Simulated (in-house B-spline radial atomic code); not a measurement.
Atomic self-consistent-field run: Ga+. Computed with an all-electron radial atomic-structure program (B-spline basis): scalar-relativistic (X2C) SCAN, spin-polarised, spherical fractional occupations, Fermi nucleus of rms radius 3.9973 fm.

Command:
```bash
python run_scf.py task.json out
```
Settings (nuclear radius in fm, mass in u):
```
Z                31
configuration    [Ar] 3d10 4s2
hamiltonian      x2c
method           scan,scan
spin_polarised   True
nucleus          fermi
rms_radius       3.9973
atomic_mass      68.92557
speed_of_light   137.035999084
```

Output (hartree, bohr):
```
 radial grid: 82 intervals, B-splines of order 8, outer radius 60 bohr

 iter        energy (Eh)    residual
    1       -1943.816330    7.95e-02
    2       -1943.820031    4.20e-03
    3       -1943.820514    2.10e-03
    4       -1943.820582    6.12e-04
    5       -1943.820561    1.03e-03
    6       -1943.820594    4.61e-05
    7       -1943.820594    2.01e-05
    8       -1943.820594    6.46e-06
    9       -1943.820594    7.71e-07
   10       -1943.820594    8.51e-08

 total energy                     -1943.82059
 kinetic                            1982.1549
 electron-nucleus                  -4681.2696
 Hartree                             831.3333
 exchange-correlation                -76.0392

 orbital      occ     eigenvalue          <r>       <r^2>       <1/r>       r_max
 1s up      1.000      -376.9614    0.0482401  0.00314422      31.882     0.03136
 1s down    1.000      -376.9614    0.0482401  0.00314422      31.882     0.03136
 2s up      1.000       -47.1050     0.217249    0.055764     6.95865      0.1822
 2s down    1.000       -47.1050     0.217249    0.055764     6.95865      0.1822
 2p up      3.000       -40.9679     0.190591   0.0445449     6.72391      0.1464
 2p down    3.000       -40.9679     0.190591   0.0445449     6.72391      0.1464
 3s up      1.000        -5.9263     0.650756    0.488873     2.20187      0.5644
 3s down    1.000        -5.9263     0.650756    0.488873     2.20187      0.5644
 3p up      3.000        -4.0492     0.678599    0.543025     2.03181      0.5674
 3p down    3.000        -4.0492     0.678599    0.543025     2.03181      0.5674
 3d up      5.000        -1.0278     0.806087    0.848851     1.65161      0.5357
 3d down    5.000        -1.0278     0.806087    0.848851     1.65161      0.5357
 4s up      1.000        -0.6142      2.20585     5.58079    0.589544       1.846
 4s down    1.000        -0.6142      2.20585     5.58079    0.589544       1.846

 Slater integrals (Eh)
   F0(3d up,3d up)               1.157811
   F2(3d up,3d up)               0.532316
   F4(3d up,3d up)               0.330588
   F0(3d up,3d down)             1.157811
   F2(3d up,3d down)             0.532316
   F4(3d up,3d down)             0.330588
   F0(3d up,4s up)               0.520959
   G2(3d up,4s up)               0.054007
   F0(3d up,4s down)             0.520959
   F0(3d down,3d down)           1.157811
   F2(3d down,3d down)           0.532316
   F4(3d down,3d down)           0.330588
   F0(3d down,4s up)             0.520959
   F0(3d down,4s down)           0.520959
   G2(3d down,4s down)           0.054007
   F0(4s up,4s up)               0.409229
   F0(4s up,4s down)             0.409229
   F0(4s down,4s down)           0.409229
```


One-electron X2C: radii and densities carry no picture-change correction, so inner-shell <1/r> comes out high (for 1s by about 2 % at Z = 33, 5 % at 54, 10 % at 75, 30 % at 118) and <r> low.
